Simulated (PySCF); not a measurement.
ZrF3Cl, SMILES [F][Zr]([Cl])([F])[F], multiplicity 1. Geometry: r2SCAN-D4/def2-SVP. The multiplicity is an assumed one; no other spin state was optimised. The structure was generated by enumeration; whether it is a known compound was not checked. The def2 effective core potentials stand for the cores of Zr; spin–orbit coupling is left out.

Give the equilibrium geometry at r2SCAN-D4/def2-SVP (PySCF confirms it by a frequency run) as bond lengths and angles, and its point group. (The exact figures need the calculation; the answer reports its results.)

point group C3v.
Atoms: Zr1 F2 F3 F4 Cl5. Bonds (Å): Zr1–F2 1.895, Zr1–F3 1.895, Zr1–F4 1.895, Zr1–Cl5 2.351. Bond angles (°): F2–Zr1–F3 108.8, F2–Zr1–F4 108.8, F2–Zr1–Cl5 110.1, F3–Zr1–F4 108.8, F3–Zr1–Cl5 110.1, F4–Zr1–Cl5 110.1.
